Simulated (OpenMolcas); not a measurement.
# What dynamic correlation does to the levels of Mo²⁺

```json
{
  "Program": "OpenMolcas 26.06",
  "Basis": "ANO-RCC-VTZP [7s6p4d2f1g]",
  "Scalar Hamiltonian": "DKH2, point nucleus",
  "Active space": "4 electrons in 6 orbitals (4d 5s)",
  "State averaging": "2S+1 = 5 even, 15 roots; 2S+1 = 3 even, 95 roots kept (CI in the orbitals of an earlier block); 2S+1 = 1 even, 90 roots kept (CI in the orbitals of an earlier block)",
  "Spin-orbit coupling": "RASSI with atomic mean-field integrals over the reference wave functions, term energies averaged over their components"
}
```

Methods on the same reference wave functions:
A. CASSCF
B. SS-CASPT2, IPEA 0.25 Eh, imaginary shift 0.1 Eh (closed shells correlated: 4s 4p)
C. MS-CASPT2, IPEA 0.25 Eh, imaginary shift 0.1 Eh (closed shells correlated: 4s 4p)
D. XMS-CASPT2, IPEA 0.25 Eh, imaginary shift 0.1 Eh (closed shells correlated: 4s 4p)

Energies in cm-1 above 4d4 5D0, the measured ground level; measured values from Sugar and Musgrove, J. Phys. Chem. Ref. Data 17, 155 (1988).

```json
{"Level": "4d4 5D0", "A": "0.0", "B": "0.0", "C": "0.0", "D": "0.0", "Measured": "0.0"}
{"Level": "4d4 5D1", "A": "233", "B": "249", "C": "249", "D": "248", "Measured": "242"}
{"Level": "4d4 5D2", "A": "658", "B": "690", "C": "690", "D": "688", "Measured": "668"}
{"Level": "4d4 5D3", "A": "1228", "B": "1264", "C": "1264", "D": "1262", "Measured": "1224"}
{"Level": "4d4 5D4", "A": "1909", "B": "1934", "C": "1934", "D": "1932", "Measured": "1872"}
{"Level": "4d4 3P0(1)", "A": "15253", "B": "12100", "C": "12100", "D": "12350", "Measured": "11149"}
{"Level": "4d4 3H4", "A": "16154", "B": "13960", "C": "13960", "D": "14030", "Measured": "12680"}
{"Level": "4d4 3P1(1)", "A": "16497", "B": "13380", "C": "13380", "D": "13620", "Measured": "12510"}
{"Level": "4d4 3H5", "A": "16682", "B": "14560", "C": "14560", "D": "14630", "Measured": "13276"}
{"Level": "4d4 3H6", "A": "17190", "B": "15110", "C": "15110", "D": "15170", "Measured": "13811"}
{"Level": "4d4 3F2(1)", "A": "18094", "B": "15140", "C": "15140", "D": "15410", "Measured": "13929"}
{"Level": "4d4 3F3(1)", "A": "18133", "B": "15160", "C": "15160", "D": "15400", "Measured": "13948"}
{"Level": "4d4 3F4(1)", "A": "18400", "B": "15510", "C": "15510", "D": "15730", "Measured": "14296"}
{"Level": "4d4 3P2(1)", "A": "18468", "B": "15310", "C": "15310", "D": "15550", "Measured": "14358"}
{"Level": "4d4 3G3", "A": "20403", "B": "17240", "C": "17240", "D": "17390", "Measured": "15871"}
{"Level": "4d4 3G4", "A": "20875", "B": "17690", "C": "17690", "D": "17810", "Measured": "16283"}
{"Level": "4d4 3G5", "A": "21258", "B": "18110", "C": "18110", "D": "18230", "Measured": "16714"}
{"Level": "4d4 1I6", "A": "25022", "B": "21620", "C": "21620", "D": "22030", "Measured": "20290"}
{"Level": "4d4 3D3", "A": "25767", "B": "20880", "C": "20880", "D": "21380", "Measured": "19488"}
{"Level": "4d4 3D2", "A": "25853", "B": "20990", "C": "20990", "D": "21480", "Measured": "19577"}
{"Level": "4d4 3D1", "A": "26174", "B": "21310", "C": "21310", "D": "21820", "Measured": ""}
{"Level": "4d4 1G4(1)", "A": "26523", "B": "22410", "C": "22410", "D": "22380", "Measured": "20612"}
{"Level": "4d4 1D2(1)", "A": "29978", "B": "24870", "C": "24870", "D": "25230", "Measured": "22806"}
{"Level": "4d4 1S0(1)", "A": "30499", "B": "24640", "C": "24640", "D": "25450", "Measured": "22990"}
```

Deviations, from unrounded energies. A percentage is the sum of absolute deviations over the sum of measured energies, with the sign that they share, or ± where signs differ.

```
                        Against measurement  Levels      A     B     C     D
             mean absolute deviation (cm-1)      22   3900  1100  1100  1300
      fine structure of the ground term (%)       4   ±1.5  +3.2  +3.2  +3.1
other terms of the ground configuration (%)      18  +29.4  +8.2  +8.2  +9.7
```

B, C lie about equally close to measurement and A furthest from it. The largest miss of C in the table is 4d4 1D2(1), by +2100 cm-1. The ranking rests on the paired levels alone, and a cruder setting can come out closer through cancelling errors.

Among B to D the level of the table that moves most is 4d4 1S0(1), by 810 cm-1 (lowest in C, highest in D). Moves below CASPT2's spread within the term are not significant.

The mean deviations of B to D differ by less than CASPT2's widest spread within a term (1600 cm-1), so their order carries little weight.

From A to B the spin-free energies of the other terms of 4d4 shown, above 5D, scale by factors of 0.79 to 0.86, as is usual when dynamic correlation screens the repulsion within a d or f shell.

The lowest spin-free term lies below A's lowest term by 0.337 hartree in B, 0.337 hartree in C, 0.342 hartree in D.

Term energies are means over components that CASPT2 splits; among the terms shown or strongly mixed into the levels shown the widest spread is 1600 cm-1 (4d4 1I, D). Terms from blocks run as CI alone lack orbitals of their own. Configurations are named by rounded mean occupations; where the s occupation lies near a half they are strongly mixed, a name can repeat and a true partner stay unpaired. Without dynamic correlation excited terms often stand tens of per cent too high (terms of higher spin than the ground term too low), and those without a measured partner can miss by more than the paired ones (holds for A). Some levels mix across a computed gap that differs much from the measured one, so their mixing is not that of the real levels (holds for A). Blocks of more than 70 roots (2S+1 = 3 even, 1 even) ran without multistate coupling (holds for C). The CASPT2 spread within a term exceeds the gap to the next term for 4d4 3P(1) and 4d4 3H, 4d4 3H and 4d4 3F(1), 4d4 3D and 4d4 1G(1) and others, so the order of their levels is uncertain, and so are names and mixing where such terms share a J (holds for D). Measured partners are found by configuration, term and J. A level has none where our copy of the source lacks it or the pairing is in doubt (some pairs that miss far off the trend of their configuration count as doubtful), and it then counts in no deviation. Only configurations of the active space appear. The table leaves out levels that lie high or whose names do not pair safely across all columns.

A number in round brackets counts repeated terms of one configuration in the order of the reference energies.
